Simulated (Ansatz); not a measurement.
Input file for Ansatz (an electronic-structure program): R-PBE/def2-TZVPPD on H2 (SMILES [H][H]). The basis file is the Basis Set Exchange's JSON of that set.

Ansatz 0.2 input:
```yaml
crystal:
  periodic: [false, false, false]
  atoms:
    - {symbol: H, position_ang: [0.00000000, 0.00000000, 0.37198582]}
    - {symbol: H, position_ang: [-0.00000000, -0.00000000, -0.37198582]}
basis:
  gaussian:
    orbitals: def2-TZVPPD.json
hamiltonian:
  xc: {name: PBE}
scf: {lower_state_search: off}
```

It printed:

```
WARN ansatz: RAYON_NUM_THREADS=4 ignored (pool sized by the plan → 4); use --threads N
Functional definition: PBE
these checks for a lower state are left out or cut short: stability, starts, cluster_reference, orbital_swaps, neighbouring_geometries, increment
integrals: 0.00 GiB planned
118 factors; their error is unknown
mean field: 0.05 GiB planned
mean field evaluation 1: about -31.4052 eV, gradient 9.4e0 eV
mean field evaluation 2: about -31.6945 eV, gradient 3.2e0 eV
mean field evaluation 4: about -31.7359 eV, gradient 5.1e-2 eV
mean field evaluation 8: about -31.7319 eV, gradient 3.2e-3 eV
mean field -31.73186136 eV, -1.1661243963 hartree, gradient 8.3e-7 eV, S^2 0.000000; 0 other end points of the search recorded, 0 dependent functions left out
reference -31.73188223 eV, -1.1661251634 hartree; 1, 1 occupied and 33, 33 virtual orbitals, 118 factors
Total energy: -31.73188223 eV, -1.1661251634 hartree
Checks for a lower state left out: stability, starts, cluster_reference, orbital_swaps, neighbouring_geometries, increment
```

Self-consistency was reached.

Cost: around 0.22 core-seconds (rough).
